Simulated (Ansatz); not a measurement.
Basis-set extrapolation for C₆H₁₄Si, SMILES `CC(C)[Si]C(C)C` (PBE0-D4/def2-TZVP geometry, frozen core, the Gaussian-basis code of Ansatz). Multiplicity 1, RHF reference.

|  | def2-TZVPP | def2-QZVPP |
| --- | --- | --- |
| HF | -524.325268 | -524.344962 |
| MP2 correlation | -1.168991 | -1.241987 |
| CCSD(T) correlation | -1.302037 | not run |

Energies in hartree. Use E(X) = E(∞) + A·exp(−7.88·√X) for Hartree–Fock and E(X) = E(∞) + B·X^(−2.97) for correlation, with X = 3 and 4, and add CCSD(T) minus MP2 of the smaller set to the MP2 limit.

Task: What is the CCSD(T) energy at the basis-set limit?

Result: HF limit: -524.344962 + (-0.019694) × 0.13774 = -524.34767. MP2 limit: -1.241987 + (-0.072996) × 0.74074 = -1.29606. Higher-order term: -1.302037 − (-1.168991) = -0.13305. Total: -525.77678 hartree, 93.8 kcal/mol below CCSD(T)/def2-TZVPP.
